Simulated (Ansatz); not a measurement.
`NC(F)([SiH3])[SiH3]` and `N#CC(N)(F)[SiH3]` differ in one atom or group.

Ansatz, PBE0-D4/def2-TZVP geometries, multiplicity 1. Each molecule was computed in one conformer, which needn't be the lowest.

| property | `NC(F)([SiH3])[SiH3]` |
| --- | --- |
| HOMO energy (ωB97M-V/def2-TZVPP) / eV | -10.28 |
| HOMO–LUMO gap (B3LYP/def2-TZVPP) / eV | 7.80 |
| LUMO energy (PBE/def2-TZVPP) / eV | -0.65 |
| HOMO energy (PBE0/def2-TZVPP) / eV | -8.04 |
| HOMO energy (B3LYP/def2-TZVPP) / eV | -7.84 |
| HOMO–LUMO gap (PBE/def2-TZVPP) / eV | 5.99 |

**Question.** Give the same properties after the change, and the shifts. (An estimate is asked.)

**Answer.** Ansatz gave: 
```json
{"property": "HOMO energy (ωB97M-V/def2-TZVPP) / eV", "`N#CC(N)(F)[SiH3]`": "-11.00", "shift": "-0.72"}
{"property": "HOMO–LUMO gap (B3LYP/def2-TZVPP) / eV", "`N#CC(N)(F)[SiH3]`": "7.72", "shift": "-0.08"}
{"property": "LUMO energy (PBE/def2-TZVPP) / eV", "`N#CC(N)(F)[SiH3]`": "-1.43", "shift": "-0.78"}
{"property": "HOMO energy (PBE0/def2-TZVPP) / eV", "`N#CC(N)(F)[SiH3]`": "-8.66", "shift": "-0.62"}
{"property": "HOMO energy (B3LYP/def2-TZVPP) / eV", "`N#CC(N)(F)[SiH3]`": "-8.42", "shift": "-0.58"}
{"property": "HOMO–LUMO gap (PBE/def2-TZVPP) / eV", "`N#CC(N)(F)[SiH3]`": "5.74", "shift": "-0.25"}
```

B3LYP here is the variant with VWN-RPA as its local correlation; programs differ in this.
